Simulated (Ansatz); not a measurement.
Reaction (redistribution): `[SiH3][AlH][SnH3]` + `BB([SiH3])S` → `B[B]([SiH3])[SnH3]` + `[SiH3][AlH][SH]`

Gas-phase electronic energies from Ansatz, PBE0-D4/def2-TZVP geometries. CCSD(T)/CBS adds triple-zeta CCSD(T) − MP2 to the extrapolated MP2 energy (def2 sets, frozen cores). Functionals use def2-TZVPP. B3LYP here is the variant with VWN-RPA as its local correlation; programs differ in this. HSE06 is defined as in plane-wave codes. Elements past krypton have def2 core potentials. For Sn outer-core shells are correlated without core-valence functions, which leaves a few kJ/mol of doubt a bond. One conformer a species, not always the lowest.

```csv
level,ΔE (kJ/mol)
LDA (SPW92),-9.4
revPBE-D4,-4.1
B3LYP-D4,-3.8
HSE06-D4,-4.3
PBE0,-2.9
CCSD/def2-SVP,7.6
CCSD(T)/def2-SVP,6.8
MP2/def2-TZVPP,-10.5
```

Q: What does CCSD(T)/CBS give? (Best estimate.)

A: Computed: -11.2 kJ/mol. The listed levels differ from it by 1.8, 7.1, 7.4, 6.9, 8.3, 18.8, 18.0, 0.7 kJ/mol.

Largest T1 diagnostic among the species: 0.016.

From r2SCAN to r2SCAN0 (25 % exact exchange), in def2-TZVPP and without D4, ΔE moves by +3.4 kJ/mol. Leaving LDA and LC-ωPBE aside and taking each functional with its dispersion term where it has one, the values, not all of them listed here, spread over 9.8 kJ/mol, from B97M-V to BHLYP-D4. LDA lies −4.8 kJ/mol from PBE without D4.
